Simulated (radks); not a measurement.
Trend from Sc to Zn: ionisation energy by Delta-SCF between NIST ground configurations, and size. All-electron calculation, scalar-relativistic Kohn-Sham, PBE, spin-unpolarised, spherical densities, point nucleus. Program: a radial shooting solver on a logarithmic mesh with Libxc functionals.

species  configuration  IE (eV)  NIST (eV)  kind  -e(HOMO) (eV)  r at 0.001 e/bohr^3 (bohr)
Sc        [Ar] 3d1 4s2    6.897      6.561  exp.     3.233 (3d)                        4.97
Ti        [Ar] 3d2 4s2    7.347      6.828  exp.     4.259 (3d)                        4.84
V         [Ar] 3d3 4s2    7.197      6.746  exp.     4.702 (4s)                        4.73
Cr        [Ar] 3d5 4s1    6.901      6.767  exp.     2.913 (3d)                        4.49
Mn        [Ar] 3d5 4s2    8.416      7.434  exp.     5.107 (4s)                        4.54
Fe        [Ar] 3d6 4s2    8.729      7.902  exp.     5.292 (4s)                        4.46
Co        [Ar] 3d7 4s2    6.471      7.881  exp.     5.470 (4s)                        4.38
Ni        [Ar] 3d8 4s2    6.319      7.640  exp.     5.643 (4s)                        4.31
Cu       [Ar] 3d10 4s1    8.148      7.726  exp.     4.610 (4s)                        4.10
Zn       [Ar] 3d10 4s2    9.889      9.394  exp.     5.979 (4s)                        4.19

Reference values: NIST Atomic Spectra Database (measured). Spin polarisation and multiplet splitting are left out, so open shells lie too high by an amount that depends on their filling.

Beside tabulated values, note that spin-unpolarised runs miss the spin-polarisation part of the exchange energy of open shells.
